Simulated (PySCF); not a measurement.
## Bond length, frequency and bond energy of AlIn by level of theory

State: ³Π (triplet), unpaired electrons σ ↑, π ↑. Set-up: PySCF, scalar-relativistic core potentials, basis sets Al cc-pV(D+d)Z, In cc-pVDZ-PP with ECP28. De refers to Al + In in their high-spin ground configurations, without counterpoise correction. The functionals are run spin-unrestricted. A positive dipole means Al(−)In(+).

```json
{"Level": "UHF", "Re (Å)": "2.935", "ωe (cm⁻¹)": "200", "De (eV)": "0.66", "μ (D)": "0.46", "CPU s a point (SCF and correlation, without the integrals)": "0.14"}
{"Level": "UHF-MP2", "Re (Å)": "2.892", "ωe (cm⁻¹)": "209", "De (eV)": "1.12", "μ (D)": "n/a", "CPU s a point (SCF and correlation, without the integrals)": "0.2"}
{"Level": "UHF-SCS-MP2", "Re (Å)": "2.892", "ωe (cm⁻¹)": "211", "De (eV)": "0.98", "μ (D)": "n/a", "CPU s a point (SCF and correlation, without the integrals)": "n/a"}
{"Level": "UHF-CCSD", "Re (Å)": "2.916", "ωe (cm⁻¹)": "202", "De (eV)": "1.04", "μ (D)": "n/a", "CPU s a point (SCF and correlation, without the integrals)": "n/a"}
{"Level": "UHF-CCSD(T)", "Re (Å)": "2.916", "ωe (cm⁻¹)": "201", "De (eV)": "1.12", "μ (D)": "n/a", "CPU s a point (SCF and correlation, without the integrals)": "2.7"}
{"Level": "PBE", "Re (Å)": "2.930", "ωe (cm⁻¹)": "185", "De (eV)": "1.49", "μ (D)": "0.57", "CPU s a point (SCF and correlation, without the integrals)": "0.58"}
{"Level": "PBEsol", "Re (Å)": "2.894", "ωe (cm⁻¹)": "192", "De (eV)": "1.63", "μ (D)": "0.44", "CPU s a point (SCF and correlation, without the integrals)": "0.33"}
{"Level": "PW91", "Re (Å)": "2.925", "ωe (cm⁻¹)": "186", "De (eV)": "1.51", "μ (D)": "0.53", "CPU s a point (SCF and correlation, without the integrals)": "0.36"}
{"Level": "BP86", "Re (Å)": "2.937", "ωe (cm⁻¹)": "181", "De (eV)": "1.44", "μ (D)": "0.45", "CPU s a point (SCF and correlation, without the integrals)": "0.34"}
{"Level": "r²SCAN", "Re (Å)": "2.898", "ωe (cm⁻¹)": "194", "De (eV)": "1.47", "μ (D)": "0.46", "CPU s a point (SCF and correlation, without the integrals)": "0.65"}
{"Level": "PBE0", "Re (Å)": "2.894", "ωe (cm⁻¹)": "198", "De (eV)": "1.39", "μ (D)": "0.56", "CPU s a point (SCF and correlation, without the integrals)": "1.4"}
{"Level": "HSE06", "Re (Å)": "2.900", "ωe (cm⁻¹)": "196", "De (eV)": "1.41", "μ (D)": "0.52", "CPU s a point (SCF and correlation, without the integrals)": "0.98"}
```

Which functional lies closest to UHF-CCSD(T) in De, which farthest, and by how much do they differ from it?

Closest is PBE0 (-2.2 pm in Re, -1.5 % in ωe, +0.27 eV in De against UHF-CCSD(T) in the same basis), farthest PBEsol (-2.2 pm in Re, -4.5 % in ωe, +0.51 eV in De). CCSD(T) converges more slowly with the basis than the functionals do and binds too weakly in this one, so the order can change at the basis-set limit.

What does second-order correlation do here, going from UHF to UHF-MP2?

UHF-MP2 less UHF: -4.3 pm in Re, +4.5 % in ωe, +0.46 eV in De. Correlation nearly always deepens the well. The bond shortens, as in weak, metallic or heavy-atom bonds, where dispersion and the correlation of outer-core electrons pull the atoms together.

What does the triples do here, going from UHF-CCSD to UHF-CCSD(T)?

UHF-CCSD(T) less UHF-CCSD: +0.0 pm in Re, -0.5 % in ωe, +0.08 eV in De. Correlation nearly always deepens the well. The bond length hardly moves.

Correlated steps freeze 9 core orbitals. Correlated levels converge slowly with the basis: in double zeta they bind strong bonds too weakly, by up to about 1 eV, and carry superposition errors of some tenths. These are scalar-relativistic numbers at best; spin–orbit coupling would shift them, the dissociation energy most. The state is the lowest determinant that a PBE0 search found; another state may lie lower at other levels.

The whole job (state search and all levels along the bond) took about 2 min on 1 thread of Intel Xeon Platinum 8375C @ 2.90GHz (shared host), peak memory 0.53 GiB.
